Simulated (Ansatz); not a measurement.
Reaction (SMILES): OC#C + H+ → C#C[OH2+] (at O, the best of the heteroatom sites tried; carbon was not tried)

Quantity: proton affinity (enthalpy at 298 K), in kcal/mol. Positive where the reaction releases energy. Terms: spin-orbit terms left out; non-relativistic; six Cartesian d functions in 6-31G* and its kin unless marked 5d; LANL2DZ all-electron up to Ne; 6-311+G** with 5d; frozen cores in correlated levels. CBS(X,Y): correlation extrapolated as X^-3; Hartree-Fock from the larger set. Ab initio and DFT rows: single points at B3LYP-D3(BJ) geometries (Ansatz, a program for electronic structure), with unscaled harmonic terms from B3LYP/6-31G* (Ansatz) at its own minima.

Coupled cluster (Ansatz) is a level with limits of its own, used here on species with T1 under 0.025 (0.045 for open shells) and stable references: CCSD(T)/CBS(cc-pVTZ,cc-pVQZ).

Value to compare with, CCSD(T)/CBS(cc-pVTZ,cc-pVQZ) (Ansatz): 148.2 kcal/mol.

| level | program | proton affinity (enthalpy at 298 K) (kcal/mol) | difference |
|---|---|---|---|
| MP2/STO-3G | Ansatz | 210.7 | 62.5 |
| MP2/3-21G | Ansatz | 161.3 | 13.1 |
| MP2/LANL2DZ | Ansatz | 154.4 | 6.2 |
| MP2/6-31G* | Ansatz | 147.9 | -0.3 |
| MP2/6-311+G** | Ansatz | 148.4 | 0.2 |

Among the 5 habitual levels, MP2/STO-3G lies farthest from CCSD(T)/CBS(cc-pVTZ,cc-pVQZ) (Ansatz) (62.5 kcal/mol); 4 of 5 lie above it, and their mean absolute difference is 16.5 kcal/mol, the median 6.2. One case shows no general order.

The sets are all those run for this method; left out are runs that failed, that the program found above a lower state of the same kind, or whose <S^2> lies over 0.5 above the pure value.
